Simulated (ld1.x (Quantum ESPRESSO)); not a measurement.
## Which setting gave this result? (Cu, ultrasoft)

Base potential:

* Element: Cu (Z = 29)
* Generator: ld1.x (Quantum ESPRESSO) 7.5
* Type: ultrasoft
* Functional: Wu–Cohen
* Relativity: fully relativistic
* Frozen core: [Ar]
* Valence charge: 11
* Reference configuration: 3d10 4s0.5 4p0.5
* Partial waves: 4s (bound): rcut 1.90, rcutus 2.30 bohr; 4s channel at 4.25 Ry: rcut 1.90, rcutus 2.30 bohr; 4p (bound): rcut 2.00, rcutus 2.60 bohr; 4p channel at 0.55 Ry: rcut 2.00, rcutus 2.60 bohr; 3d (bound): rcut 1.10, rcutus 1.35 bohr; 3d channel at 0.7 Ry: rcut 1.10, rcutus 1.35 bohr
* Local potential: all-electron potential smoothed inside 1.80 bohr (lloc = -2)
* Core correction: none
* Augmentation charge: PSQ, inside the norm-conserving radii

Open shells are filled in proportion to 2j + 1 (rel_dist='average').

Cutoffs, loose and tight: the cutoffs (Ry, on a coarse ladder) from which the occupation-weighted sum of valence levels, in a spherical-Bessel basis at the reference potential, stays within 10 and 1 mRy of its value at 400 Ry. They do not see the model core or the augmentation charge, which bear on the density cutoff. Test errors are all-electron minus pseudo excitation energies from the reference, over the configurations 3d10 4s1 4p0; 3d10 4s0 4p0; 3d9 4s0 4p0; 3d9 4s1 4p0; 3d8 4s0 4p0; 3d7 4s0 4p0; 3d9 4s1 4p1; variants that change the core or the reference have their own tests.

Only the scale of all radii (base = 1) is moved:

```tsv
scale of all radii (base = 1)	cutoff, loose	cutoff, tight	bound ghosts	largest test error (meV)
0.77	140 Ry	230 Ry	none	test run stopped at test 1 of 7 (negative rho)
0.84	110 Ry	180 Ry	none	-908
1.02	55 Ry	100 Ry	none	-755
1.13	50 Ry	80 Ry	none	-38
1.21	40 Ry	70 Ry	none	+69
1.26	40 Ry	60 Ry	none	+182 over the solved tests; 1 of 7 tests not solved or not reliable
1.4	30 Ry	50 Ry	none	-6.9 over the solved tests; test run stopped at test 4 of 7 (negative rho), 1 before it not solved
```

Question: One more run gave cutoff, loose: 70 Ry; cutoff, tight: 140 Ry; bound ghosts: none; largest test error (meV): -858. Which value of the scale of all radii (base = 1) was used?

Answer: 0.95. The tight cutoff moves one way along this sweep, from 230 Ry at 0.77 to 50 Ry at 1.4, which places the run between 0.84 and 1.02.
